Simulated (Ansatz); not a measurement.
Ansatz (a quantum-chemistry and plane-wave program) input (CCSD(T)/aug-cc-pVDZ):

Ansatz 0.2 input:
```yaml
crystal:
  periodic: [false, false, false]
  atoms:
    - {symbol: O, position_ang: [1.11506267, -0.63151409, 0.04224857]}
    - {symbol: C, position_ang: [-0.00425118, 0.10072162, -0.00984151]}
    - {symbol: O, position_ang: [-0.05471930, 1.29644549, -0.12667575]}
    - {symbol: O, position_ang: [-1.05807806, -0.71860254, 0.08967140]}
    - {symbol: H, position_ang: [1.85528918, -0.01327768, -0.03185832]}
    - {symbol: H, position_ang: [-1.84790459, -0.16168288, 0.04895372]}
basis:
  gaussian:
    orbitals: aug-cc-pVDZ
magnetization: {spin_polarized: false}
correlation: {method: ccsd_t, electrons: outside_noble_gas}
output: {forces: true}
```

End of the output:

```
cycle   6  -19.81198742 eV  change   -7.0e-4 eV  update   3.6e-4
cycle   7  -19.81186002 eV  change    1.3e-4 eV  update   1.3e-4
cycle   8  -19.81173476 eV  change    1.3e-4 eV  update   3.7e-5
cycle   9  -19.81173892 eV  change   -4.2e-6 eV  update   1.5e-5
cycle  10  -19.81174645 eV  change   -7.5e-6 eV  update   5.4e-6
perturbative correction -0.67927097 eV, -0.0249627476 hartree
the calculation of the forces begins
Total energy: -7196.11920945 eV, -264.4525032426 hartree
Atom 0 at     1.115063    -0.631514     0.042249 Å, force     0.429518    -0.626526     0.054012 eV/Å
Atom 1 at    -0.004251     0.100722    -0.009842 Å, force     0.017586    -0.416661     0.040712 eV/Å
Atom 2 at    -0.054719     1.296445    -0.126676 Å, force    -0.060917     1.443279    -0.141023 eV/Å
Atom 3 at    -1.058078    -0.718603     0.089671 Å, force    -0.375269    -0.658777     0.071575 eV/Å
Atom 4 at     1.855289    -0.013278    -0.031858 Å, force     0.058706     0.131914    -0.014038 eV/Å
Atom 5 at    -1.847905    -0.161683     0.048954 Å, force    -0.069624     0.126771    -0.011238 eV/Å
Dipole moment:     0.001946    -0.046110     0.004505 e Å
```
